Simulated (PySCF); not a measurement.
# Shapes and spin states of Co(OH)₂

Method: PySCF, PBE0, basis Co def2-SVP, O def2-SVP, H def2-SVP (no relativity, density fitting).

Relaxations began from a few typed shapes and spin states; open shells are unrestricted. The search is not exhaustive: other isomers or separated fragments can lie lower, and high-lying points may rest on an excited occupation.

Which is the lowest minimum found?
A. quartet C2h: Co–O 1.734 Å (×2), O–H 0.957 Å (×2); Co–O–H 137.2° (×2), O–Co–O 180.0°
B. broken-symmetry Ms = 1/2 (⟨S²⟩ 1.59) C2h: Co–O 1.718 Å (×2), O–H 0.958 Å (×2); Co–O–H 138.3° (×2), O–Co–O 180.0°
C. broken-symmetry Ms = 1/2 (⟨S²⟩ 1.66) C2h: Co–O 1.729 Å (×2), O–H 0.959 Å (×2); Co–O–H 133.0° (×2), O–Co–O 180.0°
D. quartet C2h: Co–O 1.735 Å (×2), O–H 0.958 Å (×2); Co–O–H 136.6° (×2), O–Co–O 180.0°

D. The others lie at 0.2 (quartet C2h), 91.6 (broken-symmetry Ms = 1/2 C2h), 99.0 (broken-symmetry Ms = 1/2 C2h) kJ/mol above it.

For the lowest minimum: with open d or f shells other occupations or spin states may lie lower.
